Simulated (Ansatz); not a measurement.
Consider the ligand exchange at the Sn–C bond: `[CH3][SnH2][CH2][SiH3]` + H–F → `[CH3][SnH2][F]` + `C[SiH3]`.

Computed with Ansatz on PBE0-D4/def2-TZVP structures; ΔE is electronic, products minus reactants. CBS: MP2 limit from def2 TZ/QZ plus the TZ coupled-cluster correction, frozen cores. This one scheme is used for every species. Functionals use def2-TZVPP. B3LYP here is the variant with VWN-RPA as its local correlation; programs differ in this. Elements past krypton have def2 core potentials. For Sn outer-core shells are correlated without core-valence functions, which leaves a few kJ/mol of doubt a bond. One conformer a species, not always the lowest.

`[CH3][SnH2][CH2][SiH3]`:

Z-matrix (Å, degrees):
```
C
Sn 1 2.139
H 1 1.090 2 109.9
H 1 1.090 2 109.9 3 119.8
H 1 1.090 2 110.3 3 -120.0
C 2 2.154 1 109.4 3 -58.4
H 2 1.712 1 110.4 3 -178.3
H 2 1.714 1 110.2 3 61.3
Si 6 1.862 2 113.8 1 -59.7
H 6 1.094 2 107.4 1 62.5
H 6 1.093 2 107.7 1 177.9
H 9 1.490 6 112.3 2 180.0
H 9 1.490 6 110.3 2 59.7
H 9 1.489 6 110.3 2 -59.3
```

H–F:

Cartesian coordinates in Å:
```
F 0.112 0.446 -0.013
H -0.112 -0.446 0.013
```

`[CH3][SnH2][F]`:

```xyz
8

C    -0.566    0.086    1.015
Sn    0.483    0.076   -0.832
F     0.522   -1.785   -1.349
H    -1.574   -0.298    0.860
H    -0.044   -0.551    1.729
H    -0.624    1.099    1.413
H     2.127    0.518   -0.719
H    -0.326    0.854   -2.117
```

`C[SiH3]`:

Cartesian coordinates in Å:
```
C 0.104 0.760 0.622
Si -0.093 -0.680 -0.556
H -0.297 1.677 0.184
H 1.158 0.928 0.855
H -0.425 0.570 1.558
H -1.529 -0.906 -0.875
H 0.452 -1.928 0.043
H 0.631 -0.421 -1.830
```

Q: Is it downhill or uphill in electronic energy at CCSD(T)/CBS, and by how much? (Estimate.)

A: The calculation gave: Downhill: ΔE = -0.69 eV.

Q: What do these levels give: B3LYP-D4, ωB97M-V, r2SCAN, PBE0, MP2/def2-TZVPP, CCSD/def2-TZVPP, HF/def2-QZVPP, MP2/def2-QZVPP, SCS-MP2/def2-QZVPP, HF/CBS(def2), MP2/CBS(def2), CCSD/CBS(def2)? (An estimate is asked.)

A: Computed: B3LYP-D4 -0.86, ωB97M-V -0.82, r2SCAN -0.91, PBE0 -0.82, MP2/def2-TZVPP -0.60, CCSD/def2-TZVPP -0.71, HF/def2-QZVPP -1.08, MP2/def2-QZVPP -0.62, SCS-MP2/def2-QZVPP -0.74, HF/CBS(def2) -1.09, MP2/CBS(def2) -0.62, CCSD/CBS(def2) -0.73 eV.

Largest T1 diagnostic among the species: 0.013.

The D4 term adds +0.14 eV with B3LYP and +0.08 eV with PBE0; it sums over pairs of atoms, weighted by their polarisabilities, and B3LYP, whose exchange is more repulsive, gets the larger term. In def2-TZVPP, CCSD(T) changes the Hartree–Fock value by +0.39 eV (the triples alone add +0.04 eV) and MP2 by +0.45 eV.
